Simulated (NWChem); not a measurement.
System: BNH3, doublet; SMILES B[NH]

Program: NWChem. Pople sets run with spherical d functions. Spin-unrestricted. In the optimisation the excess spin sits in a' (Cs, its own frame). No stability test was run on the SCF state. Each level has its own optimisation; frequencies are unscaled.

| level | r B–N (Å) | r H–N (Å) | highest harmonic frequency (cm⁻¹) | lowest (cm⁻¹) | zero-point energy (kcal/mol) |
|---|---|---|---|---|---|
| CAM-B3LYP/def2-SVP | 1.331 | 1.005 | 3802 | [?] | 19.3 |
| BP86/def2-TZVP | 1.328 | 1.008 | 3670 | 220 | 18.5 |
| PBE0/def2-TZVP | 1.329 | 0.999 | 3787 | 159 | 19.2 |
| B3LYP/6-31G* | 1.337 | 1.003 | 3773 | 131 | 19.2 |

Q: Fill in the missing entries.

A: 
- CAM-B3LYP/def2-SVP, lowest (cm⁻¹): 184
